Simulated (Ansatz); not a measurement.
One change: `[F][Al]([F])[SeH]` becomes `[F][Ga]([F])[SeH]`.

Ansatz, PBE0-D4/def2-TZVP geometries, multiplicity 1. Each molecule was computed in one conformer, which needn't be the lowest.

Scalar relativity is left out up to krypton.

```
                                                                                  property  `[F][Al]([F])[SeH]`
                                        size of the dipole moment (ωB97M-V/def2-TZVPP) / D                 1.28
ideal-gas entropy at 298 K and 1 bar (rigid rotor, harmonic PBE0-D4/def2-TZVP) / J/(mol·K)                  329
                                                       HOMO energy (B3LYP/def2-TZVPP) / eV                -7.65
                                                      HOMO–LUMO gap (PBE0/def2-TZVPP) / eV                 6.74
                                                     LUMO energy (ωB97M-V/def2-TZVPP) / eV                 0.48
                                          size of the dipole moment (B3LYP/def2-TZVPP) / D                 1.39
```

Q: Give the same properties after the change, and the shifts. (An estimate is asked.)

A: The calculation gave: 
```
                                                                                  property  `[F][Ga]([F])[SeH]`  shift
                                        size of the dipole moment (ωB97M-V/def2-TZVPP) / D                 2.43   1.15
ideal-gas entropy at 298 K and 1 bar (rigid rotor, harmonic PBE0-D4/def2-TZVP) / J/(mol·K)                  342     13
                                                       HOMO energy (B3LYP/def2-TZVPP) / eV                -7.93  -0.28
                                                      HOMO–LUMO gap (PBE0/def2-TZVPP) / eV                 6.42  -0.32
                                                     LUMO energy (ωB97M-V/def2-TZVPP) / eV                 0.15  -0.33
                                          size of the dipole moment (B3LYP/def2-TZVPP) / D                 2.56   1.17
```

With PBE0 the HOMO falls by 0.26 eV and the LUMO falls by 0.58 eV, so the gap narrows by about 0.32 eV. PBE moves the HOMO by -0.23 eV and ωB97M-V by -0.29 eV. Dipoles are sizes alone; their direction can turn.

B3LYP here is the variant with VWN-RPA as its local correlation; programs differ in this.

Spin–orbit coupling is left out; it splits and shifts lone-pair levels of the heavy atoms by tenths of an eV.
